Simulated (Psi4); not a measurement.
F₃OW, doublet, geometry from GFN2-xTB (such geometries of metal compounds can be far from the true shape) (the multiplicity is a formal guess) (core potentials on W).

The Psi4 input:
```
memory 2 GB

molecule {
0 2
W     0.07932574    0.06417349    0.03898352
O     1.20918955    0.69106163   -1.03814659
F     0.88348104   -1.49232423    0.63907654
F    -1.40682802   -1.04599083   -0.16772679
F    -1.20372208    1.39638939    0.13091607
}

set {
  basis def2-svp
  reference uhf
}

energy('scf')
print_variables()
```

**Question.** What does this run give for the dipole moment, nuclear repulsion energy?

**Answer.** 
- dipole moment: 2.27 D
- nuclear repulsion energy: 228.7710 Eh

These values belong to the state on which the SCF converged, which isn't shown to be the lowest.
